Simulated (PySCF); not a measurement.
Compound: C7H5ClF4.
Numbering: `[CH2:1]=[CH:2][C@:3]([F:4])([Cl:5])[C:6]#[C:7][CH2:8][C:9]([F:10])([F:11])[F:12]` (hydrogens: H13, H14 on C1; H15 on C2; H16, H17 on C8)

The geometry is computed with GFN2-xTB (gas phase).

(1) Give the optimised bond lengths and angles.

## Answers

(1) 
```
                  bond  length (pm)   order
                 C1=C2        132.0  double
                 C2–C3        149.8  single
                 C3–F4        136.5  single
                C3–Cl5        182.6  single
                 C3–C6        144.8  single
                 C6≡C7        119.9  triple
                 C7–C8        144.7  single
                 C8–C9        152.4  single
C9–F10, C9–F11, C9–F12        134.0  single
                C1–H13        107.6  single
                C1–H14        107.7  single
                C2–H15        108.0  single
                C8–H16        109.3  single
                C8–H17        109.3  single
```

Bonds in one row agree within 1 pm and their mean is given. Orders are formal, as drawn. A selection of angles:
```
     angle  degrees
 C2–C1–H13    121.3
 C2–C1–H14    121.7
H13–C1–H14    117.0
  C1–C2–C3    123.5
 C1–C2–H15    122.9
 C3–C2–H15    113.6
  C2–C3–F4    112.0
 C2–C3–Cl5    108.3
  C2–C3–C6    111.8
 F4–C3–Cl5    106.4
  F4–C3–C6    110.4
 Cl5–C3–C6    107.7
  C3–C6–C7    178.2
  C6–C7–C8    176.3
  C7–C8–C9    110.1
 C7–C8–H16    110.3
 C7–C8–H17    110.5
 C9–C8–H16    108.2
 C9–C8–H17    108.2
H16–C8–H17    109.4
 C8–C9–F10    111.3
 C8–C9–F12    112.5
F10–C9–F11    106.7
```

Dihedral angles: C1–C2–C3–F4 5° (synperiplanar); C7–C8–C9–F10 -179° (antiperiplanar).

The 6 C–C bonds span 1.199 Å (C6≡C7, drawn triple) to 1.524 Å (C8–C9, drawn single), a spread of 0.325 Å. The C–F distances run from 1.338 Å (C9–F12, drawn single) to 1.365 Å (C3–F4, drawn single), a spread of 0.027 Å. Of the pairs four or more bonds apart, F4···H14 is among the closest relative to their van der Waals radii: 2.43 Å, 91 % of the sum of Bondi's values.

Point group: C1 (no symmetry element, even within 0.4 Å). Stationary, but not proved a minimum. One conformer, not necessarily the lowest.
